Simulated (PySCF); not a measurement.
C₇H₉F₃O.
Geometry (PBE0-D3(BJ)/def2-SVP, Å), atoms numbered from 1 in this order:
```
atom  x, y, z in Å
F1    -1.6687   -0.9965   -2.0993
C2    -0.4752   -0.4205   -1.7212
C3    -0.5605    0.0240   -0.3044
C4    -1.6673    0.9087    0.2601
C5    -1.6897    0.0409    1.5485
C6    -0.5714   -0.8155    0.9767
C7     0.6001    0.0366    0.6487
O8     1.7405   -0.6837    0.2899
C9     2.7247    0.0563   -0.2765
F10    3.8035   -0.7153   -0.3651
F11    2.3846    0.4388   -1.5290
H12    0.3345   -1.1537   -1.8504
H13   -0.2797    0.4357   -2.3899
H14   -1.4193    1.9768    0.3761
H15   -2.5940    0.8169   -0.3217
H16   -2.6309   -0.5137    1.6594
H17   -1.4685    0.5516    2.5001
H18   -0.4397   -1.8954    1.0813
H19    0.8185    0.9441    1.2355
H20    2.9591    0.9722    0.2994
```

Method: PySCF, TDDFT wB97X-D/def2-SVPD, vertical, gas phase, core orbitals frozen in the response.

Kohn–Sham orbitals with the atoms that hold most of them (Löwdin shares over 4%, at most four atoms; ? is withheld):

```
orbital  ε (eV)                           atoms
 HOMO-3  -11.77  C5 16%, F1 15%, C4 14%, C6 12%
 HOMO-2  -11.17  C2 17%, C3 17%, F1 16%, C4 14%
 HOMO-1  -10.04  C7 21%, O8 17%, C6 16%, C3 12%
   HOMO       ?                               ?
   LUMO    2.27                               ?
 LUMO+1    2.51  C5 17%, H16 14%, C6 9%, H18 8%
 LUMO+2    2.68   C2 15%, H13 9%, H17 8%, C4 6%
```

Question: Give the leading atoms of the HOMO.

Answer: C3 (bonded to 4 C) 27%; C6 (bonded to 3 C and H) 22%; C7 (bonded to 2 C, O and H) 10%; C4 (bonded to 2 C and 2 H) 7%.

Question: Which atoms hold the LUMO, and with what shares?

Answer: C9 (bonded to 2 F, O and H) 16%; H19 (bonded to C) 16%; H20 (bonded to C) 14%; C7 (bonded to 2 C, O and H) 12%. By element: hydrogen 30% or more, carbon 28% or more.

Question: What is the HOMO energy, and the HOMO–LUMO gap?

Answer: ε(HOMO) = -9.65 eV; the gap is 11.92 eV (0.4380 hartree).

Question: The HOMO–LUMO gap is 11.92 eV. Where does the response calculation put the lowest singlet, and from which orbitals?

Answer: S1 is at 7.88 eV (f = 0.060), 4.03 eV below the gap, made of HOMO→LUMO (61%), HOMO→LUMO+1 (17%). Without the coupling terms of the response equations the lowest excitation would equal the gap.

Next come S2 at 8.09 eV (f 0.017), HOMO→LUMO+1 (60%), HOMO→LUMO (12%), HOMO-1→LUMO+1 (8%); S3 at 8.20 eV (f 0.018), HOMO-1→LUMO (63%); S4 at 8.30 eV (f 0.013), HOMO→LUMO+2 (70%), HOMO→LUMO+3 (8%); S5 at 8.51 eV (f 0.0028), HOMO-1→LUMO+1 (69%).

Löwdin shares depend on the basis, the more so with diffuse functions.

One conformer stands for the species.

Without π bonds the low states are Rydberg-like; a valence basis with one diffuse set may place them up to an eV too high.
